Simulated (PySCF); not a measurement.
C₂Cl₂O₂Pt, charge -1, doublet, at a GFN2-xTB geometry (such geometries of metal compounds can be far from the true shape) (the multiplicity is a formal guess) (core potentials on Pt), with bond 3-1 at 1.3 times its length; DF-B3LYP/def2-SVP run with PySCF.

PySCF was given this input:
```python
from pyscf import gto, scf, dft

mol = gto.Mole()
mol.atom = '''
    Pt    0.06480347   -0.01452783    0.17195661
    Cl    1.69255783   -0.77775687   -1.54203070
    Cl   -2.93468541    1.17571496    0.05600817
    O     1.27853031    2.77339943    0.23086037
    C     0.84369178    1.70694216    0.27963943
    O    -0.96477093   -2.84373893    0.60170309
    C    -0.54632550   -1.77360661    0.50942479
'''
mol.basis = 'def2-svp'
mol.ecp = {'Pt': 'def2-svp'}
mol.charge = -1
mol.spin = 1
mol.verbose = 4
mol.build()

mf = dft.UKS(mol)
mf.xc = 'b3lyp'
mf.diis = False
mf.damp = 0.3
mf.diis_start_cycle = 200
mf.max_cycle = 150
mf = mf.density_fit(auxbasis='def2-universal-jkfit')
mf.kernel()
```

Problem. Write the output that PySCF gives for this input, abridged.

Solution. 
```
PySCF version 2.14.0

[INPUT] verbose = 4
[INPUT] num. atoms = 7
[INPUT] num. electrons = 81
[INPUT] charge = -1
[INPUT] spin (= nelec alpha-beta = 2S) = 1
[INPUT] symmetry False subgroup None
[INPUT] Mole.unit = angstrom
[INPUT] Symbol           X                Y                Z      unit          X                Y                Z       unit  Magmom
[...]
nuclear repulsion = 449.956754513578
number of shells = 52
number of NR pGTOs = 225
number of NR cGTOs = 124
basis = def2-svp
ecp = {'Pt': 'def2-svp'}

******** <class 'pyscf.df.df_jk.DFUKS'> ********
method = DFUKS
initial guess = minao
damping factor = 0.3
level_shift factor = 0
DIIS disabled
SCF conv_tol = 1e-09
SCF conv_tol_grad = None
SCF max_cycles = 150
direct_scf = False
number electrons alpha = 41  beta = 40
XC library pyscf.dft.libxc version 7.1.2
    S. Lehtola, C. Steigemann, M. J. T. Oliveira, and M. A. L. Marques,  SoftwareX 7, 1–5 (2018)
XC functionals = b3lyp
    P. J. Stephens, F. J. Devlin, C. F. Chabalowski, and M. J. Frisch,  J. Phys. Chem. 98, 11623 (1994)
radial grids:
    Treutler-Ahlrichs [JCP 102, 346 (1995); DOI:10.1063/1.469408] (M4) radial grids

becke partition: Becke, JCP 88, 2547 (1988); DOI:10.1063/1.454033
pruning grids: <function nwchem_prune>
grids dens level: 3
symmetrized grids: False
atomic radii adjust function: <function treutler_atomic_radii_adjust>
small_rho_cutoff = 0
Set gradient conv threshold to 3.16228e-05
tot grids = 118472
******** <class 'pyscf.df.df.DF'> ********
auxbasis = def2-universal-jkfit
init E= -1254.85632492594

cycle= 1 E= -1265.20732784462  delta_E= -10.4  |g|= 1.18  |ddm|= 6.25

cycle= 2 E= -1257.85396114484  delta_E= 7.35  |g|= 3.69  |ddm|= 4.71
cycle= 3 E= -1241.00655648672  delta_E= 16.8  |g|= 5.84  |ddm|= 13.6

cycle= 4 E= -1208.70796901079  delta_E= 32.3  |g|=  7.8  |ddm|= 17.5
cycle= 5 E= -1145.091398038  delta_E= 63.6  |g|= 8.76  |ddm|= 22.1
cycle= 6 E= -1113.18544035003  delta_E= 31.9  |g|= 8.75  |ddm|= 23.4

cycle= 7 E= -1112.06092648582  delta_E= 1.12  |g|=  8.5  |ddm|= 31.4
cycle= 8 E= -1078.83318319604  delta_E= 33.2  |g|= 10.4  |ddm|= 32.9
cycle= 9 E= -1105.86019270396  delta_E=  -27  |g|=  8.2  |ddm|= 27.1

cycle= 10 E= -1067.82153548359  delta_E=   38  |g|= 7.83  |ddm|= 26.5
cycle= 11 E= -977.052194554036  delta_E= 90.8  |g|=  9.8  |ddm|= 30.6

cycle= 12 E= -1048.29316575396  delta_E= -71.2  |g|=  6.6  |ddm|= 32.3
cycle= 13 E= -1120.24185129585  delta_E= -71.9  |g|= 9.38  |ddm|= 31.5
[...]

cycle= 118 E= -1067.23839285446  delta_E= 39.1  |g|= 7.69  |ddm|= 26.5
cycle= 119 E= -976.378246742635  delta_E= 90.9  |g|= 9.87  |ddm|= 30.2
cycle= 120 E= -1048.43956172629  delta_E= -72.1  |g|= 6.61  |ddm|= 31.9
cycle= 121 E= -1120.57802737603  delta_E= -72.1  |g|= 9.34  |ddm|= 31.6
cycle= 122 E= -1082.13502959272  delta_E= 38.4  |g|= 10.6  |ddm|= 29.6
cycle= 123 E= -1106.34973792212  delta_E= -24.2  |g|= 8.19  |ddm|= 26.4

cycle= 124 E= -1067.23878596143  delta_E= 39.1  |g|= 7.69  |ddm|= 26.5
cycle= 125 E= -976.378098352225  delta_E= 90.9  |g|= 9.87  |ddm|= 30.2
cycle= 126 E= -1048.4401647991  delta_E= -72.1  |g|= 6.61  |ddm|= 31.9
cycle= 127 E= -1120.57751572943  delta_E= -72.1  |g|= 9.34  |ddm|= 31.6
cycle= 128 E= -1082.13527825976  delta_E= 38.4  |g|= 10.6  |ddm|= 29.6
cycle= 129 E= -1106.35038607892  delta_E= -24.2  |g|= 8.19  |ddm|= 26.4

cycle= 130 E= -1067.23839285446  delta_E= 39.1  |g|= 7.69  |ddm|= 26.5
cycle= 131 E= -976.378246742635  delta_E= 90.9  |g|= 9.87  |ddm|= 30.2
cycle= 132 E= -1048.43956172628  delta_E= -72.1  |g|= 6.61  |ddm|= 31.9
cycle= 133 E= -1120.57802737603  delta_E= -72.1  |g|= 9.34  |ddm|= 31.6
cycle= 134 E= -1082.13502959272  delta_E= 38.4  |g|= 10.6  |ddm|= 29.6
cycle= 135 E= -1106.34973792212  delta_E= -24.2  |g|= 8.19  |ddm|= 26.4

cycle= 136 E= -1067.23878596143  delta_E= 39.1  |g|= 7.69  |ddm|= 26.5
cycle= 137 E= -976.378098352224  delta_E= 90.9  |g|= 9.87  |ddm|= 30.2
cycle= 138 E= -1048.44016479911  delta_E= -72.1  |g|= 6.61  |ddm|= 31.9
cycle= 139 E= -1120.57751572943  delta_E= -72.1  |g|= 9.34  |ddm|= 31.6
cycle= 140 E= -1082.13527825976  delta_E= 38.4  |g|= 10.6  |ddm|= 29.6
cycle= 141 E= -1106.35038607892  delta_E= -24.2  |g|= 8.19  |ddm|= 26.4

cycle= 142 E= -1067.23839285446  delta_E= 39.1  |g|= 7.69  |ddm|= 26.5
cycle= 143 E= -976.378246742634  delta_E= 90.9  |g|= 9.87  |ddm|= 30.2
cycle= 144 E= -1048.43956172628  delta_E= -72.1  |g|= 6.61  |ddm|= 31.9
cycle= 145 E= -1120.57802737603  delta_E= -72.1  |g|= 9.34  |ddm|= 31.6
cycle= 146 E= -1082.13502959272  delta_E= 38.4  |g|= 10.6  |ddm|= 29.6
cycle= 147 E= -1106.34973792212  delta_E= -24.2  |g|= 8.19  |ddm|= 26.4

cycle= 148 E= -1067.23878596143  delta_E= 39.1  |g|= 7.69  |ddm|= 26.5
cycle= 149 E= -976.378098352225  delta_E= 90.9  |g|= 9.87  |ddm|= 30.2
cycle= 150 E= -1048.4401647991  delta_E= -72.1  |g|= 6.61  |ddm|= 31.9
SCF not converged.
SCF energy = -1048.4401647991 after 150 cycles  <S^2> = 0.75460308  2S+1 = 2.0045978
```

The run did not converge; its last values are not results.
